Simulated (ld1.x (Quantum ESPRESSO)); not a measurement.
**Configuration tests for bromine (TM semilocal)**

Br (Z = 35), norm-conserving Troullier–Martins (semilocal form), made with ld1.x (Quantum ESPRESSO) 7.5 (PBE, scalar-relativistic). Core [Ar] 3d10, reference 4s1.5 4p5.5. Waves: 4p (bound): rc 1.45 bohr; 4d channel at 0.2 Ry: rc 1.45 bohr; 4s (bound): rc 1.50 bohr. Local part: the s channel. Core correction: Bessel-smoothed model core inside 0.95 bohr.

Energies are relative to the spin-unpolarised reference configuration 4s1.5 4p5.5; without spin polarisation the order of configurations can differ from experiment.

```
valence configuration  charge  ΔE all-electron (eV)  error AE − PS (meV)
              4s2 4p5       0                -6.162                 -0.5
              4s2 4p4      +1                 6.392                 -1.6
              4s2 4p3      +2                29.153                 -2.0
              4s2 4p2      +3                63.135                 -9.4
              4s1 4p5      +1                19.397                 -2.3
```

Task: What are ΔE and the potential's error for 4s2 4p5.3?

Result: ΔE = -8.125 eV all-electron; the error (AE − PS) is +0.1 meV.

Task: What are ΔE and the potential's error for 4s2 4p1?

Result: ΔE = 109.160 eV all-electron; the error (AE − PS) is -44 meV.
